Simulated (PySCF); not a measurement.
# La (lanthanum, neutral) across methods

[Xe] 5d2 6s1, high-spin 4F determinant (an excited configuration). All numbers are calculated (PySCF 2.14, a scalar-relativistic core potential, in def2-QZVPPD with the def2 core potential (46 electrons)).

```
 method  E (hartree)  mean ε 5p β (eV)  mean ε 6s α (eV)  mean ε 5d α (eV)  Σ⟨r²⟩ (bohr²)   ⟨S²⟩
    PBE     -31.4887           -20.713            -3.432            -2.736          76.62  3.751
wB97M-V     -31.3740           -24.648            -5.071            -5.133          77.37  3.752
   PBE0     -31.4705           -22.255            -3.874            -3.528          76.25  3.753
  HSE06     -31.4711           -21.866            -3.567            -3.153          76.38  3.753
    LDA     -31.3872           -20.712            -3.621            -2.694          76.66  3.751
   BLYP     -31.4414           -20.651            -3.253            -2.497          77.11  3.751
    UHF    -31.09005           -26.090            -4.859            -5.572          78.45  3.760
 r2SCAN     -31.4922           -21.227            -3.497            -2.921          76.12  3.753
```

(1) Estimate the same row for r2SCAN0.

Energies and moments cover only the electrons outside the core potential. Spin-orbit coupling, absent here, splits the open shell strongly.

Answers

(1) E (hartree) = -31.4643; mean ε 5p β (eV) = -22.558; mean ε 6s α (eV) = -3.944; mean ε 5d α (eV) = -3.654; Σ⟨r²⟩ (bohr²) = 75.92; ⟨S²⟩ = 3.754.
